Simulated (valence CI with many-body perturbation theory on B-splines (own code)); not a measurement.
## Al⁷⁺: key properties

Computed by configuration interaction combined with many-body perturbation theory (CI+MBPT): four valence electrons over a frozen Dirac-Fock core [He], radial functions for each j: 9 s, 9 p, 8 d, 6 f, 3 g, 1 h, with the one-electron correlation potential Σ1, the two-electron term Σ2, the three-electron term Σ3, Breit, model QED; selected CI, second order for the rest, scaled by the run's own slope (own B-spline code, finite nucleus).

No measured spectrum was set against this ion. As an estimate, levels hold to about 100 cm⁻¹ or 0.05 % of their energy and the worst to 300 or 400 cm⁻¹, as in measured light ions of charge 2 to 7. Among the levels kept, up to 270 cm⁻¹ of a level comes from second order outside the variational space, and about a tenth of that is noise between levels of different J, which matters for small intervals.

Rates and lifetimes use the calculated energies. Strong lines usually hold to 10 to 20 %, long lifetimes can be off by a factor of two.

(1) What is the ground level?

(2) Among levels below 181.53 eV, which E1 lines absorb most strongly from the ground level?

(3) What are the static dipole polarisabilities of the lowest levels?

(4) What is the ionisation energy?

(5) Name the longest-lived excited levels whose lifetime is computed, and their main decay.

## Answers

(1) 2s2 2p2 3P_0, composition 98 % 2s2 2p2 3P.

(2) to 2s 2p3 3S°_1 at 24.72 nm, f = 0.0993; to 2s 2p3 3D°_1 at 38.11 nm, f = 0.0816; to 2s 2p3 3P°_1 at 32.34 nm, f = 0.0797.

(3) 2s2 2p2 3P_0 0.173; 2s2 2p2 3P_1 0.174 (tensor 0.0059); 2s2 2p2 3P_2 0.174 (tensor -0.012); 2s2 2p2 1D_2 0.157 (tensor 0.036) bohr³, of which the core gives 0.000350.

(4) 284.69 eV; NIST lists 284.64 ± 0.07 eV (semi-empirical).

(5) 2s2 2p2 3P_1 at 0.21 eV lives 11.1 s, mostly by M1 to 2s2 2p2 3P_0; 2s2 2p2 3P_2 at 0.55 eV lives 3.74 s, mostly by M1 to 2s2 2p2 3P_1; 2s2 2p2 1D_2 at 5.82 eV lives 88.6 ms, mostly by M1 to 2s2 2p2 3P_2.
